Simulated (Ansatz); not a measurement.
`[SiH3]OBS` and `F[SiH2]OBS` differ in one atom or group.

Ansatz, PBE0-D4/def2-TZVP geometries, multiplicity 1. Each molecule was computed in one conformer, which needn't be the lowest.

```json
{"property": "LUMO energy (PBE/def2-TZVPP) / eV", "`[SiH3]OBS`": "-1.28"}
{"property": "size of the dipole moment (ωB97M-V/def2-TZVPP) / D", "`[SiH3]OBS`": "1.64"}
{"property": "LUMO energy (B3LYP/def2-TZVPP) / eV", "`[SiH3]OBS`": "-0.51"}
{"property": "size of the dipole moment (B3LYP/def2-TZVPP) / D", "`[SiH3]OBS`": "1.67"}
{"property": "HOMO–LUMO gap (PBE/def2-TZVPP) / eV", "`[SiH3]OBS`": "5.42"}
{"property": "HOMO energy (PBE0/def2-TZVPP) / eV", "`[SiH3]OBS`": "-7.91"}
```

What does the change do to each property? (Estimate.)

Computed: 
| property | `F[SiH2]OBS` | shift |
| --- | --- | --- |
| LUMO energy (PBE/def2-TZVPP) / eV | -1.41 | -0.13 |
| size of the dipole moment (ωB97M-V/def2-TZVPP) / D | 1.50 | -0.14 |
| LUMO energy (B3LYP/def2-TZVPP) / eV | -0.64 | -0.13 |
| size of the dipole moment (B3LYP/def2-TZVPP) / D | 1.51 | -0.16 |
| HOMO–LUMO gap (PBE/def2-TZVPP) / eV | 5.35 | -0.07 |
| HOMO energy (PBE0/def2-TZVPP) / eV | -7.97 | -0.06 |

With PBE0 the HOMO falls by 0.06 eV and the LUMO falls by 0.13 eV, so the gap narrows by about 0.07 eV. PBE moves the HOMO by -0.07 eV and ωB97M-V by -0.06 eV. Dipoles are sizes alone; their direction can turn.

B3LYP here is the variant with VWN-RPA as its local correlation; programs differ in this.
